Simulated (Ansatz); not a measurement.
Ansatz (a quantum-chemistry and plane-wave program) input file for CH4FNOSi2, SMILES F[Si@H]1N=CO[SiH2]1, r2SCAN-D4/def2-SVP. 

Ansatz 0.2 input:
```yaml
crystal:
  periodic: [false, false, false]
  atoms:
    - {symbol: F, position_ang: [-0.59517078, 2.16033899, -0.49880597]}
    - {symbol: Si, position_ang: [-0.44625663, 0.89186283, 0.48606760]}
    - {symbol: N, position_ang: [-1.42620113, -0.39023651, -0.16931983]}
    - {symbol: C, position_ang: [-0.80816009, -1.43708475, -0.47711997]}
    - {symbol: O, position_ang: [0.49879098, -1.64200539, -0.35207949]}
    - {symbol: Si, position_ang: [1.45191412, -0.38070085, 0.22353936]}
    - {symbol: H, position_ang: [-1.01203951, 1.31966516, 1.75071142]}
    - {symbol: H, position_ang: [-1.33358459, -2.29400990, -0.89170848]}
    - {symbol: H, position_ang: [2.05661272, -0.95581140, 1.42037585]}
    - {symbol: H, position_ang: [2.40838444, -0.17895544, -0.86002820]}
basis:
  gaussian:
    orbitals: def2-SVP
hamiltonian:
  xc: r2scan
  dispersion: d4
relax: {f_tol: 0.002, max_steps: 200}
```

Log of the run:

```
WARN ansatz: RAYON_NUM_THREADS=1 ignored (pool sized by the plan → 1); use --threads N
Functional definition: r2SCAN
integrals: 0.06 GiB planned
1245 factors; their error is unknown
mean field: 0.34 GiB planned
mean field evaluation 1: about -23090.4203 eV, gradient 6.2e1 eV
mean field evaluation 2: about -23052.2969 eV, gradient 1.3e2 eV
mean field evaluation 4: about -23097.3659 eV, gradient 1.7e1 eV
mean field evaluation 8: about -23097.9130 eV, gradient 3.3e-1 eV
mean field evaluation 16: about -23097.8144 eV, gradient 1.5e-3 eV
mean field -23097.81436813 eV, -848.8290217677 hartree, gradient 2.7e-5 eV, S^2 0.000000; 0 other end points of the search recorded, 0 dependent functions left out
the calculation of the forces begins
reference -23097.81437817 eV, -848.8290221367 hartree; 31, 31 occupied and 81, 81 virtual orbitals, 1245 factors
relax step   1: F+E_penalty+E_count = -23097.87993163 eV  Δ(F+E_penalty+E_count) = +0.000e0 eV  max|allowed force component| = 1.502e0 eV/Å  Δτ_max = 0.0000 Å  (30 SCF iters, accepted)
these checks for a lower state are left out or cut short: starts, cluster_reference, orbital_swaps, neighbouring_geometries, increment
integrals: 0.06 GiB planned
1245 factors; their error is unknown
mean field: 0.34 GiB planned
mean field -23098.00982833 eV, -848.8362047976 hartree, gradient 1.7e-5 eV, S^2 0.000000; 0 other end points of the search recorded, 0 dependent functions left out
the calculation of the forces begins
reference -23098.00983840 eV, -848.8362051680 hartree; 31, 31 occupied and 81, 81 virtual orbitals, 1245 factors
relax step   2: F+E_penalty+E_count = -23098.07517173 eV  Δ(F+E_penalty+E_count) = -1.952e-1 eV  max|allowed force component| = 8.471e-1 eV/Å  Δτ_max = 0.1113 Å  (31 SCF iters, accepted)
these checks for a lower state are left out or cut short: starts, cluster_reference, orbital_swaps, neighbouring_geometries, increment
integrals: 0.06 GiB planned
1245 factors; their error is unknown
mean field: 0.34 GiB planned
mean field evaluation 32: about -23098.0278 eV, gradient 1.1e-3 eV
mean field -23098.02777952 eV, -848.8368644917 hartree, gradient 1.2e-5 eV, S^2 0.000000; 0 other end points of the search recorded, 0 dependent functions left out
the calculation of the forces begins
reference -23098.02778961 eV, -848.8368648628 hartree; 31, 31 occupied and 81, 81 virtual orbitals, 1245 factors
relax step   3: F+E_penalty+E_count = -23098.09304228 eV  Δ(F+E_penalty+E_count) = -1.787e-2 eV  max|allowed force component| = 3.098e-1 eV/Å  Δτ_max = 0.0338 Å  (31 SCF iters, accepted)
these checks for a lower state are left out or cut short: starts, cluster_reference, orbital_swaps, neighbouring_geometries, increment
integrals: 0.06 GiB planned
1245 factors; their error is unknown
mean field: 0.34 GiB planned
mean field -23098.03025827 eV, -848.8369555842 hartree, gradient 1.5e-5 eV, S^2 0.000000; 0 other end points of the search recorded, 0 dependent functions left out
the calculation of the forces begins
reference -23098.03026832 eV, -848.8369559535 hartree; 31, 31 occupied and 81, 81 virtual orbitals, 1245 factors
relax step   4: F+E_penalty+E_count = -23098.09552114 eV  Δ(F+E_penalty+E_count) = -2.479e-3 eV  max|allowed force component| = 2.020e-1 eV/Å  Δτ_max = 0.0538 Å  (30 SCF iters, accepted)
these checks for a lower state are left out or cut short: starts, cluster_reference, orbital_swaps, neighbouring_geometries, increment
integrals: 0.06 GiB planned
1245 factors; their error is unknown
mean field: 0.34 GiB planned
mean field -23098.03091617 eV, -848.8369797617 hartree, gradient 1.2e-5 eV, S^2 0.000000; 0 other end points of the search recorded, 0 dependent functions left out
the calculation of the forces begins
reference -23098.03092624 eV, -848.8369801317 hartree; 31, 31 occupied and 81, 81 virtual orbitals, 1245 factors
relax step   5: F+E_penalty+E_count = -23098.09614768 eV  Δ(F+E_penalty+E_count) = -6.265e-4 eV  max|allowed force component| = 2.697e-1 eV/Å  Δτ_max = 0.0322 Å  (31 SCF iters, accepted)
these checks for a lower state are left out or cut short: starts, cluster_reference, orbital_swaps, neighbouring_geometries, increment
integrals: 0.06 GiB planned
1245 factors; their error is unknown
mean field: 0.34 GiB planned
mean field -23098.03361127 eV, -848.8370788045 hartree, gradient 1.1e-5 eV, S^2 0.000000; 0 other end points of the search recorded, 0 dependent functions left out
the calculation of the forces begins
reference -23098.03362133 eV, -848.8370791744 hartree; 31, 31 occupied and 81, 81 virtual orbitals, 1245 factors
relax step   6: F+E_penalty+E_count = -23098.09885573 eV  Δ(F+E_penalty+E_count) = -2.708e-3 eV  max|allowed force component| = 4.721e-2 eV/Å  Δτ_max = 0.0175 Å  (32 SCF iters, accepted)
these checks for a lower state are left out or cut short: starts, cluster_reference, orbital_swaps, neighbouring_geometries, increment
integrals: 0.06 GiB planned
1245 factors; their error is unknown
mean field: 0.34 GiB planned
mean field -23098.03388920 eV, -848.8370890185 hartree, gradient 1.1e-5 eV, S^2 0.000000; 0 other end points of the search recorded, 0 dependent functions left out
the calculation of the forces begins
reference -23098.03389927 eV, -848.8370893884 hartree; 31, 31 occupied and 81, 81 virtual orbitals, 1245 factors
relax step   7: F+E_penalty+E_count = -23098.09913422 eV  Δ(F+E_penalty+E_count) = -2.785e-4 eV  max|allowed force component| = 1.181e-2 eV/Å  Δτ_max = 0.0093 Å  (32 SCF iters, accepted)
these checks for a lower state are left out or cut short: starts, cluster_reference, orbital_swaps, neighbouring_geometries, increment
integrals: 0.06 GiB planned
1245 factors; their error is unknown
mean field: 0.34 GiB planned
mean field evaluation 64: about -23098.0339 eV, gradient 1.2e-1 eV
mean field -23098.03389968 eV, -848.8370894035 hartree, gradient 1.1e-5 eV, S^2 0.000000; 0 other end points of the search recorded, 0 dependent functions left out
the calculation of the forces begins
reference -23098.03390974 eV, -848.8370897734 hartree; 31, 31 occupied and 81, 81 virtual orbitals, 1245 factors
relax step   8: F+E_penalty+E_count = -23098.09914386 eV  Δ(F+E_penalty+E_count) = -9.639e-6 eV  max|allowed force component| = 5.265e-3 eV/Å  Δτ_max = 0.0022 Å  (24 SCF iters, accepted)
these checks for a lower state are left out or cut short: starts, cluster_reference, orbital_swaps, neighbouring_geometries, increment
integrals: 0.06 GiB planned
1245 factors; their error is unknown
mean field: 0.34 GiB planned
mean field -23098.03390025 eV, -848.8370894243 hartree, gradient 4.1e-5 eV, S^2 0.000000; 0 other end points of the search recorded, 0 dependent functions left out
the calculation of the forces begins
reference -23098.03391031 eV, -848.8370897942 hartree; 31, 31 occupied and 81, 81 virtual orbitals, 1245 factors
relax step   9: F+E_penalty+E_count = -23098.09914432 eV  Δ(F+E_penalty+E_count) = -4.622e-7 eV  max|allowed force component| = 8.252e-4 eV/Å  Δτ_max = 0.0003 Å  (21 SCF iters, accepted)
integrals: 0.06 GiB planned
1245 factors; their error is unknown
mean field: 0.34 GiB planned
mean field -23098.03390025 eV, -848.8370894243 hartree, gradient 4.1e-5 eV, S^2 0.000000; 1 other end points of the search recorded, 0 dependent functions left out
the calculation of the forces begins
reference -23098.03391031 eV, -848.8370897942 hartree; 31, 31 occupied and 81, 81 virtual orbitals, 1245 factors
Total energy: -23098.09915438 eV, -848.8394874697 hartree
Atom 0 at    -0.560915     2.176243    -0.540690 Å, force    -0.000168    -0.000461     0.000419 eV/Å
Atom 1 at    -0.493092     0.897725     0.461845 Å, force     0.000385     0.000647    -0.000112 eV/Å
Atom 2 at    -1.475317    -0.414514    -0.140083 Å, force    -0.000568     0.000162    -0.000137 eV/Å
Atom 3 at    -0.855717    -1.472098    -0.494275 Å, force     0.000825    -0.000274    -0.000032 eV/Å
Atom 4 at     0.477119    -1.698811    -0.426186 Å, force    -0.000204    -0.000354    -0.000106 eV/Å
Atom 5 at     1.445044    -0.405101     0.228660 Å, force     0.000091     0.000213     0.000128 eV/Å
Atom 6 at    -0.932706     1.368947     1.797821 Å, force    -0.000116     0.000091    -0.000071 eV/Å
Atom 7 at    -1.376182    -2.350182    -0.913317 Å, force    -0.000259     0.000043     0.000003 eV/Å
Atom 8 at     2.097536    -0.942661     1.454907 Å, force    -0.000004    -0.000004    -0.000093 eV/Å
Atom 9 at     2.468520    -0.066487    -0.797051 Å, force     0.000019    -0.000063     0.000001 eV/Å
Dipole moment:     0.326127    -0.161141     0.209855 e Å
```

The calculation finished and met its thresholds.

Cost: around 50 core-seconds (rough).
